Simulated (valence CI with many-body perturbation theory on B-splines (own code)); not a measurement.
# Tl LI: calculated level list

Method: valence CI with perturbative core correlation (CI+MBPT): three valence electrons over a frozen Dirac-Fock core [Ar] 3d10, a basis of 11 s, 11 p, 9 d, 7 f, 5 g, 2 h, 1 i functions for each j, with the one-electron correlation potential Σ1 (screened to all orders), the two-electron term Σ2, the three-electron term Σ3, Breit, model QED; selected single and double excitations, second order for the rest (own B-spline code, finite nucleus).

The last digits are not significant, and no measured levels were compared; by estimate large intervals hold to a few tenths of a per cent, small ones and those within an open d or f shell to about a per cent.

Levels 1 to 45 of 67, with energies above the lowest level, (4s^2 4p1/2) J=1/2. "Leading %" is the weight of the configuration and term that name the level; weights of strongly mixed levels are sums over their largest components and can fall short. In the jj column 3d3/2^4 stands for four electrons in 3d with j = 3/2.

| No. | Configuration | Term | J | E (Ry) | Leading % | Leading jj | Second component |
| --- | --- | --- | --- | --- | --- | --- | --- |
| 1 | 4s²4p | ²P° | 1/2 | 0.000 | 100 | 4s^2 4p1/2 (100 %) |  |
| 2 | 4s4p² | ⁴P | 1/2 | 8.479 | 54 | 4s 4p1/2^2 (99 %) | 30 % 4s4p² ²S |
| 3 | 4s²4p | ²P° | 3/2 | 11.699 | 99 | 4s^2 4p3/2 (99 %) |  |
| 4 | 4s4p² | ⁴P | 3/2 | 19.031 | 90 | 4s 4p1/2 4p3/2 (99 %) | 8 % 4s4p² ²D |
| 5 | 4s4p² | ²D | 5/2 | 19.748 | 61 | 4s 4p1/2 4p3/2 (98 %) | 39 % 4s4p² ⁴P |
| 6 | 4s4p² | ²D | 3/2 | 20.741 | 61 | 4s 4p1/2 4p3/2 (95 %) | 33 % 4s4p² ²P |
| 7 | 4s4p² | ²P | 1/2 | 20.916 | 70 | 4s 4p1/2 4p3/2 (98 %) | 29 % 4s4p² ⁴P |
| 8 | 4s²4d | ²D | 3/2 | 25.409 | 95 | 4s^2 4d3/2 (95 %) |  |
| 9 | 4s²4d | ²D | 5/2 | 27.693 | 95 | 4s^2 4d5/2 (95 %) | 4 % 4s4p² ⁴P |
| 10 | 4p³ | ²P° | 3/2 | 29.197 | 46 | 4p1/2^2 4p3/2 (94 %) | 27 % 4p³ ²D° |
| 11 | 4s4p² | ⁴P | 5/2 | 31.271 | 57 | 4s 4p3/2^2 (96 %) | 39 % 4s4p² ²D |
| 12 | 4s4p4d | ⁴F° | 3/2 | 32.084 | 78 | 4s 4p1/2 4d3/2 (98 %) | 17 % 4s4p4d ²D° |
| 13 | 4s4p² | ²S | 1/2 | 32.601 | 68 | 4s 4p3/2^2 (99 %) | 17 % 4s4p² ⁴P |
| 14 | 4s4p4d | ⁴F° | 5/2 | 32.723 | 46 | 4s 4p1/2 4d3/2 (97 %) | 28 % 4s4p4d ²F° |
| 15 | 4s4p² | ²P | 3/2 | 32.882 | 62 | 4s 4p3/2^2 (98 %) | 30 % 4s4p² ²D |
| 16 | 4s4p4d | ⁴D° | 1/2 | 33.811 | 58 | 4s 4p1/2 4d3/2 (99 %) | 35 % 4s4p4d ²P° |
| 17 | 4s4p4d | ⁴D° | 3/2 | 33.949 | 35 | 4s 4p1/2 4d3/2 (92 %) | 22 % 4s4p4d ²P° |
| 18 | 4s4p4d | ⁴P° | 5/2 | 35.228 | 39 | 4s 4p1/2 4d5/2 (99 %) | 30 % 4s4p4d ⁴D° |
| 19 | 4s4p4d | ⁴F° | 7/2 | 35.712 | 44 | 4s 4p1/2 4d5/2 (97 %) | 32 % 4s4p4d ²F° |
| 20 | 4s4p4d | ²F° | 5/2 | 36.207 | 51 | 4s 4p1/2 4d5/2 (96 %) | 20 % 4s4p4d ²D° |
| 21 | 4s4p4d | ²D° | 3/2 | 36.335 | 38 | 4s 4p1/2 4d5/2 (89 %) | 36 % 4s4p4d ²P° |
| 22 | 4p³ | ⁴S° | 3/2 | 40.690 | 50 | 4p1/2 4p3/2^2 (94 %) | 45 % 4p³ ²D° |
| 23 | 4p³ | ²D° | 5/2 | 40.760 | 90 | 4p1/2 4p3/2^2 (90 %) | 7 % 4s4p4d ²F° |
| 24 | 4p³ | ²P° | 1/2 | 41.357 | 94 | 4p1/2 4p3/2^2 (94 %) | 5 % 4s4p4d ²P° |
| 25 | 4s²4f | ²F° | 5/2 | 41.835 | 94 | 4s^2 4f5/2 (94 %) |  |
| 26 | 4p²4d | ²D | 3/2 | 41.959 | 40 | 4p1/2^2 4d3/2 (99 %) | 35 % 4p²4d ⁴F |
| 27 | 4s²4f | ²F° | 7/2 | 42.599 | 93 | 4s^2 4f7/2 (93 %) | 4 % 4s4p4d ⁴F° |
| 28 | 4s4p4d | ⁴D° | 3/2 | 44.489 | 43 | 4s 4p3/2 4d3/2 (99 %) | 37 % 4s4p4d ⁴P° |
| 29 | 4s4p4d | ⁴P° | 1/2 | 44.496 | 85 | 4s 4p3/2 4d3/2 (99 %) | 13 % 4s4p4d ⁴D° |
| 30 | 4s4p4d | ⁴D° | 5/2 | 44.503 | 49 | 4s 4p3/2 4d3/2 (94 %) | 21 % 4s4p4d ⁴F° |
| 31 | 4s4p4d | ⁴F° | 7/2 | 44.851 | 39 | 4s 4p3/2 4d3/2 (86 %) | 29 % 4s4p4d ²F° |
| 32 | 4p²4d | ²D | 5/2 | 44.934 | 32 | 4p1/2^2 4d5/2 (96 %) | 20 % 4p²4d ⁴D |
| 33 | 4s4p4d | ²D° | 3/2 | 45.740 | 64 | 4s 4p3/2 4d3/2 (85 %) | 22 % 4s4p4d ⁴P° |
| 34 | 4s4p4d | ⁴F° | 9/2 | 46.058 | 100 | 4s 4p3/2 4d5/2 (100 %) |  |
| 35 | 4s4p4d | ²P° | 1/2 | 46.375 | 72 | 4s 4p3/2 4d3/2 (94 %) | 22 % 4s4p4d ⁴D° |
| 36 | 4s4p4d | ²F° | 5/2 | 46.496 | 64 | 4s 4p3/2 4d3/2 (91 %) | 18 % 4s4p4d ²D° |
| 37 | 4s4p4d | ²D° | 5/2 | 47.019 | 46 | 4s 4p3/2 4d5/2 (99 %) | 39 % 4s4p4d ⁴P° |
| 38 | 4s4p4d | ²P° | 3/2 | 47.495 | 43 | 4s 4p3/2 4d5/2 (82 %) | 38 % 4s4p4d ²D° |
| 39 | 4s4p4d | ²F° | 7/2 | 47.540 | 71 | 4s 4p3/2 4d5/2 (91 %) | 22 % 4s4p4d ⁴D° |
| 40 | 4s4p4d | ²F° | 7/2 | 48.267 | 65 | 4s 4p3/2 4d5/2 (95 %) | 26 % 4s4p4d ⁴D° |
| 41 | 4s4p4d | ²P° | 1/2 | 48.543 | 86 | 4s 4p3/2 4d5/2 (94 %) | 6 % 4s4p4d ⁴D° |
| 42 | 4s4p4d | ²P° | 3/2 | 48.863 | 76 | 4s 4p3/2 4d5/2 (98 %) | 8 % 4s4p4d ⁴P° |
| 43 | 4s4p4d | ²D° | 5/2 | 49.155 | 61 | 4s 4p3/2 4d5/2 (94 %) | 30 % 4s4p4d ²F° |
| 44 | 4s4p4f | ⁴G | 5/2 | 49.367 | 62 | 4s 4p1/2 4f5/2 (98 %) | 14 % 4s4p4f ⁴F |
| 45 | 4s4p4f | ⁴G | 7/2 | 49.814 | 40 | 4s 4p1/2 4f5/2 (92 %) | 23 % 4s4p4f ²G |

The ionisation energy to 4s² ¹S0 of the next ion comes out as 2925.9 eV (NIST: 2925 ± 4 eV (theoretical)). All 67 levels together are meant to be complete up to 57.952 Ry.
